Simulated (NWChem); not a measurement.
# BeH2SeO; SMILES [OH][Be][SeH]

```xyz
5

Be    -0.0277    -1.2270    -0.0448
O     -0.0637    -2.6299    -0.1280
H     -0.0970    -3.4293     0.3900
Se     0.0653     0.8024     0.0472
H     -1.4045     0.8889     0.0052
```
Atoms are numbered in this order, from 1.

Results from NWChem. The geometry was optimised at PBE0/def2-SVP. Level: PBE0/def2-SVPD; rows give the wavelength of the field.

For field 589 nm:

* **isotropic polarisability (bohr³)**: 50.6
* **anisotropy (bohr³)**: 17.8

Question: What are these values for field static?

Answer: 
- isotropic polarisability (bohr³): 48.4
- anisotropy (bohr³): 16.7
